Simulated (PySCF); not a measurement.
Structure with atom numbers: `[SiH2:1]1[PH:2][SiH2:3][PH:4][SiH2:5][PH:6]1` (H(Xn): hydrogen on atom n).

Geometry: PBE0-D3(BJ)/def2-SVP; GIAO shifts from PySCF, gas phase, non-relativistic, averaged over equivalent atoms.

At CAM-B3LYP/pcSseg-1 (189 basis functions, 35 s wall time on 1 thread of an Arm Neoverse V2, shared host):
| atoms | δ (ppm) |
| --- | --- |
| Si1/Si3/Si5 | -37.5 |
| P2/P4/P6 | -294.2 |
| H(Si1)/H(Si3)/H(Si5) | 4.58 |
| H(P2)/H(P4)/H(P6) | 1.19 |

Chemical shifts δ = σref − σ; TMS for $^{29}$Si (σref 343.41) and $^{1}$H (σref 31.33); H3PO4 for $^{31}$P (σref 299.17), all at this level.

Question: Estimate the result of repeating the calculation with PBE0/pcSseg-1.

Answer: 
| atoms | δ at PBE0/pcSseg-1 | change |
| --- | --- | --- |
| Si1/Si3/Si5 | -39.1 | -1.6 |
| P2/P4/P6 | -297.3 | -3.1 |
| H(Si1)/H(Si3)/H(Si5) | 4.78 | +0.20 |
| H(P2)/H(P4)/H(P6) | 1.41 | +0.22 |

Chemical shifts δ = σref − σ; $^{29}$Si (σ = 351.99 ppm) and $^{1}$H (σ = 31.27 ppm) against TMS; $^{31}$P (σ = 310.13 ppm) vs H3PO4, all at this level.

The largest change is at P2/P4/P6 (phosphorus bonded to 2 Si, H, in a 6-membered ring). Cost: 189 basis functions, 27 s wall time on 1 thread of an Arm Neoverse V2, shared host.

Experimental scales use liquid or dissolved standards, which lie at an offset from isolated H3PO4.
